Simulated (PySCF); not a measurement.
Orbital energies and ionisation energy

C7H12Ge.
Atom-mapped SMILES: `[CH2:1]=[C:2]([CH3:3])[GeH:4]1[CH2:5][CH:6]=[CH:7][CH2:8]1` (hydrogens: H9, H10 on C1; H11, H12, H13 on C3; H14 on Ge4; H15, H16 on C5; H17 on C6; H18 on C7; H19, H20 on C8)

Cartesian coordinates in Å at the PBE0-D3(BJ)/def2-SVP level; atoms count from 1:
```xyz
20
C7H12Ge angstrom
C      1.7374   -1.6331   -0.3116
C      1.6113   -0.3259   -0.0547
C      2.7243    0.6522   -0.2903
Ge    -0.0707    0.3921    0.6299
C     -1.0804    1.3984   -0.7372
C     -2.3148    0.5576   -0.9107
C     -2.5106   -0.5343   -0.1559
C     -1.4973   -0.9428    0.8776
H      0.9266   -2.3472   -0.1383
H      2.6707   -2.0482   -0.7136
H      3.6196    0.1641   -0.7069
H      2.4152    1.4492   -0.9879
H      3.0138    1.1573    0.6467
H      0.2218    1.2380    1.8891
H     -0.5207    1.5029   -1.6819
H     -1.3279    2.4208   -0.4053
H     -3.0589    0.8459   -1.6625
H     -3.4154   -1.1392   -0.2874
H     -1.9161   -0.9083    1.8975
H     -1.1498   -1.9783    0.7246
```

Level: CAM-B3LYP/def2-SVPD (PySCF). Frontier orbitals with their largest atomic shares (Löwdin; up to four atoms above 4 %):

```json
{"orbital": "HOMO−3", "ε (eV)": "-9.50", "main atoms": "C2 27 %, Ge4 19 %, C5 12 %, C1 10 %"}
{"orbital": "HOMO−2", "ε (eV)": "-9.41", "main atoms": "C8 30 %, Ge4 20 %, C5 10 %, C2 8 %"}
{"orbital": "HOMO−1", "ε (eV)": "-8.63", "main atoms": "C1 32 %, C2 28 %, C5 9 %, Ge4 7 %"}
{"orbital": "HOMO", "ε (eV)": "-8.31", "main atoms": "?"}
{"orbital": "LUMO", "ε (eV)": "1.04", "main atoms": "C1 25 %, C2 22 %, Ge4 14 %, C3 6 %"}
{"orbital": "LUMO+1", "ε (eV)": "1.28", "main atoms": "Ge4 17 %, C1 17 %, C2 10 %, C3 10 %"}
{"orbital": "LUMO+2", "ε (eV)": "1.64", "main atoms": "C3 15 %, Ge4 12 %, C8 10 %, H12 8 %"}
```

What vertical ionisation energy does ΔSCF give, and how far is −ε(HOMO) from it?

ΔSCF: 9.03 eV (871 kJ/mol; threshold wavelength 137 nm); ⟨S²⟩ of the doublet left behind is 0.753, against 0.75 for a pure doublet. −ε(HOMO) is 8.31 eV, 0.72 eV below it. For the exact functional −ε(HOMO) would equal the first vertical ionisation energy; CAM-B3LYP (range-separated hybrid) falls short of its own ΔSCF value by 8 %. Holes in the HOMO−1 and HOMO−2 were tried too where these lie within 1.2 eV of the HOMO; the lowest converged state counts.

On which atoms does the HOMO lie?

C7 (alkene CH carbon) 33 %, C6 (alkene CH carbon) 32 %, C5 (sp3 carbon bound to germanium) 8 %, C8 (sp3 carbon bound to germanium) 8 %, so no atom holds as much as 40 %. The HOMO−1 lies 0.32 eV lower.

What kinetic energy would electrons from this vertical process carry with He II light (40.814 eV)?

40.81 − 9.03 = 31.78 eV.

With α = 109.9 au, estimate the like-pair dispersion coefficient by London's formula C6 = (3/4)α²I.

I = 0.3318 Eh, so C6 ≈ 3010 au, a rough estimate.

How many of the 10 lowest singlet excitations (vertical TDDFT, same level) lie below the ionisation energy?

All 10; they run from 6.58 to 7.61 eV.

One conformer (not necessarily the lowest) at the PBE0-D3(BJ)/def2-SVP geometry, without solvent, vibrations or thermal averaging. The calculation is non-relativistic, for germanium too.

The run behind these numbers computed excited states and ΔSCF ions as well. On one thread, Intel Xeon at 2.50 GHz (x86_64), shared host with 64 logical CPUs at a one-minute load of 63, this took 32 min wall, 27 min CPU and 1.4 GiB of memory at its peak.
